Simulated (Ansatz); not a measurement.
Ansatz (a program for electronic structure) input file for Si(H)2(I)(OH) (H₃IOSi), SMILES I[SiH2]O, B3LYP-D3(BJ)/def2-SVP. 

Ansatz 0.2 input:
```yaml
crystal:
  periodic: [false, false, false]
  atoms:
    - {symbol: Si, position_ang: [-1.04557987, 1.19457780, -0.32639017]}
    - {symbol: O, position_ang: [-2.42009528, 0.40849829, -0.62546214]}
    - {symbol: I, position_ang: [0.72926814, -0.44512275, 0.19569272]}
    - {symbol: H, position_ang: [-0.73074734, 1.82585057, -1.58567749]}
    - {symbol: H, position_ang: [-1.13170904, 2.04028899, 0.85028437]}
    - {symbol: H, position_ang: [-2.78987468, -0.26670916, -0.06316156]}
basis:
  gaussian:
    orbitals: def2-SVP
hamiltonian:
  xc: b3lyp
  dispersion: d3bj
relax: {f_tol: 0.002, max_steps: 200}
```

Output:

```
WARN ansatz: RAYON_NUM_THREADS=1 ignored (pool sized by the plan → 1); use --threads N
Functional definition: B3LYP
integrals: 0.03 GiB planned
848 factors; integrals over basis functions are off by at most 4.4e-4 eV
mean field: 0.25 GiB planned
mean field evaluation 1: about -18071.1282 eV, gradient 4.9e1 eV
mean field evaluation 2: about -18060.4816 eV, gradient 8.9e1 eV
mean field evaluation 4: about -18075.2386 eV, gradient 1.8e0 eV
mean field evaluation 8: about -18075.2498 eV, gradient 1.3e-1 eV
mean field evaluation 16: about -18075.2498 eV, gradient 6.8e-6 eV
mean field -18075.24981909 eV, -664.2531790072 hartree, gradient 6.8e-6 eV, S^2 0.000000; 0 other end points of the search recorded, 0 dependent functions left out
the calculation of the forces begins
reference -18075.25003654 eV, -664.2531869984 hartree; 25, 25 occupied and 48, 48 virtual orbitals, 848 factors
relax step   1: F+E_penalty+E_count = -18075.49719632 eV  Δ(F+E_penalty+E_count) = +0.000e0 eV  max|allowed force component| = 1.232e0 eV/Å  Δτ_max = 0.0000 Å  (27 SCF iters, accepted)
these checks for a lower state are left out or cut short: starts, cluster_reference, orbital_swaps, neighbouring_geometries, increment
integrals: 0.03 GiB planned
848 factors; integrals over basis functions are off by at most 4.3e-4 eV
mean field: 0.25 GiB planned
mean field -18075.31598831 eV, -664.2556106813 hartree, gradient 1.7e-5 eV, S^2 0.000000; 0 other end points of the search recorded, 0 dependent functions left out
the calculation of the forces begins
reference -18075.31620590 eV, -664.2556186773 hartree; 25, 25 occupied and 48, 48 virtual orbitals, 848 factors
relax step   2: F+E_penalty+E_count = -18075.55706748 eV  Δ(F+E_penalty+E_count) = -5.987e-2 eV  max|allowed force component| = 6.787e-1 eV/Å  Δτ_max = 0.1143 Å  (28 SCF iters, accepted)
these checks for a lower state are left out or cut short: starts, cluster_reference, orbital_swaps, neighbouring_geometries, increment
integrals: 0.03 GiB planned
848 factors; integrals over basis functions are off by at most 4.4e-4 eV
mean field: 0.25 GiB planned
mean field -18075.33646741 eV, -664.2563632741 hartree, gradient 1.6e-5 eV, S^2 0.000000; 0 other end points of the search recorded, 0 dependent functions left out
the calculation of the forces begins
reference -18075.33668514 eV, -664.2563712757 hartree; 25, 25 occupied and 48, 48 virtual orbitals, 848 factors
relax step   3: F+E_penalty+E_count = -18075.57928348 eV  Δ(F+E_penalty+E_count) = -2.222e-2 eV  max|allowed force component| = 2.845e-1 eV/Å  Δτ_max = 0.0535 Å  (29 SCF iters, accepted)
these checks for a lower state are left out or cut short: starts, cluster_reference, orbital_swaps, neighbouring_geometries, increment
integrals: 0.03 GiB planned
848 factors; integrals over basis functions are off by at most 4.4e-4 eV
mean field: 0.25 GiB planned
mean field evaluation 32: about -18075.3350 eV, gradient 2.4e-3 eV
mean field -18075.33915578 eV, -664.2564620702 hartree, gradient 1.4e-5 eV, S^2 0.000000; 0 other end points of the search recorded, 0 dependent functions left out
the calculation of the forces begins
reference -18075.33937348 eV, -664.2564700702 hartree; 25, 25 occupied and 48, 48 virtual orbitals, 848 factors
relax step   4: F+E_penalty+E_count = -18075.58239888 eV  Δ(F+E_penalty+E_count) = -3.115e-3 eV  max|allowed force component| = 1.706e-1 eV/Å  Δτ_max = 0.0125 Å  (29 SCF iters, accepted)
these checks for a lower state are left out or cut short: starts, cluster_reference, orbital_swaps, neighbouring_geometries, increment
integrals: 0.03 GiB planned
848 factors; integrals over basis functions are off by at most 4.4e-4 eV
mean field: 0.25 GiB planned
mean field -18075.34190229 eV, -664.2565630024 hartree, gradient 1.4e-5 eV, S^2 0.000000; 0 other end points of the search recorded, 0 dependent functions left out
the calculation of the forces begins
reference -18075.34211897 eV, -664.2565709651 hartree; 25, 25 occupied and 48, 48 virtual orbitals, 848 factors
relax step   5: F+E_penalty+E_count = -18075.58613468 eV  Δ(F+E_penalty+E_count) = -3.736e-3 eV  max|allowed force component| = 2.158e-1 eV/Å  Δτ_max = 0.0534 Å  (28 SCF iters, accepted)
these checks for a lower state are left out or cut short: starts, cluster_reference, orbital_swaps, neighbouring_geometries, increment
integrals: 0.03 GiB planned
848 factors; integrals over basis functions are off by at most 4.3e-4 eV
mean field: 0.25 GiB planned
mean field -18075.34499029 eV, -664.2566764842 hartree, gradient 1.4e-5 eV, S^2 0.000000; 0 other end points of the search recorded, 0 dependent functions left out
the calculation of the forces begins
reference -18075.34520722 eV, -664.2566844563 hartree; 25, 25 occupied and 48, 48 virtual orbitals, 848 factors
relax step   6: F+E_penalty+E_count = -18075.58919949 eV  Δ(F+E_penalty+E_count) = -3.065e-3 eV  max|allowed force component| = 4.992e-2 eV/Å  Δτ_max = 0.0171 Å  (29 SCF iters, accepted)
these checks for a lower state are left out or cut short: starts, cluster_reference, orbital_swaps, neighbouring_geometries, increment
integrals: 0.03 GiB planned
848 factors; integrals over basis functions are off by at most 4.3e-4 eV
mean field: 0.25 GiB planned
mean field -18075.34528099 eV, -664.2566871672 hartree, gradient 1.4e-5 eV, S^2 0.000000; 0 other end points of the search recorded, 0 dependent functions left out
the calculation of the forces begins
reference -18075.34549778 eV, -664.2566951340 hartree; 25, 25 occupied and 48, 48 virtual orbitals, 848 factors
relax step   7: F+E_penalty+E_count = -18075.58943335 eV  Δ(F+E_penalty+E_count) = -2.339e-4 eV  max|allowed force component| = 1.539e-2 eV/Å  Δτ_max = 0.0114 Å  (30 SCF iters, accepted)
these checks for a lower state are left out or cut short: starts, cluster_reference, orbital_swaps, neighbouring_geometries, increment
integrals: 0.03 GiB planned
848 factors; integrals over basis functions are off by at most 4.3e-4 eV
mean field: 0.25 GiB planned
mean field evaluation 64: about -18075.3454 eV, gradient 2.3e-5 eV
mean field -18075.34544590 eV, -664.2566932276 hartree, gradient 2.3e-5 eV, S^2 0.000000; 0 other end points of the search recorded, 0 dependent functions left out
the calculation of the forces begins
reference -18075.34566272 eV, -664.2567011955 hartree; 25, 25 occupied and 48, 48 virtual orbitals, 848 factors
relax step   8: F+E_penalty+E_count = -18075.58946484 eV  Δ(F+E_penalty+E_count) = -3.149e-5 eV  max|allowed force component| = 2.836e-3 eV/Å  Δτ_max = 0.0044 Å  (22 SCF iters, accepted)
these checks for a lower state are left out or cut short: starts, cluster_reference, orbital_swaps, neighbouring_geometries, increment
integrals: 0.03 GiB planned
848 factors; integrals over basis functions are off by at most 4.3e-4 eV
mean field: 0.25 GiB planned
mean field -18075.34544501 eV, -664.2566931950 hartree, gradient 2.1e-5 eV, S^2 0.000000; 0 other end points of the search recorded, 0 dependent functions left out
the calculation of the forces begins
reference -18075.34566182 eV, -664.2567011626 hartree; 25, 25 occupied and 48, 48 virtual orbitals, 848 factors
relax step   9: F+E_penalty+E_count = -18075.58946527 eV  Δ(F+E_penalty+E_count) = -4.291e-7 eV  max|allowed force component| = 1.386e-3 eV/Å  Δτ_max = 0.0006 Å  (19 SCF iters, accepted)
integrals: 0.03 GiB planned
848 factors; integrals over basis functions are off by at most 4.3e-4 eV
mean field: 0.25 GiB planned
mean field -18075.34544501 eV, -664.2566931950 hartree, gradient 2.1e-5 eV, S^2 0.000000; 1 other end points of the search recorded, 0 dependent functions left out
the calculation of the forces begins
reference -18075.34566182 eV, -664.2567011626 hartree; 25, 25 occupied and 48, 48 virtual orbitals, 848 factors
Total energy: -18075.58968208 eV, -664.2656687416 hartree
Atom 0 at    -1.047238     1.150220    -0.342261 Å, force    -0.000313    -0.000741     0.000931 eV/Å
Atom 1 at    -2.464760     0.358635    -0.671933 Å, force     0.000667     0.001386    -0.001342 eV/Å
Atom 2 at     0.771864    -0.447469     0.188909 Å, force     0.000129     0.000110    -0.000129 eV/Å
Atom 3 at    -0.678726     1.884482    -1.571538 Å, force    -0.000303    -0.000122     0.000301 eV/Å
Atom 4 at    -1.150486     2.045960     0.840167 Å, force     0.000178     0.000232    -0.000627 eV/Å
Atom 5 at    -2.819392    -0.234445     0.001942 Å, force    -0.000358    -0.000865     0.000866 eV/Å
Dipole moment:    -0.253554     0.067413     0.176233 e Å
```

Self-consistency was reached.
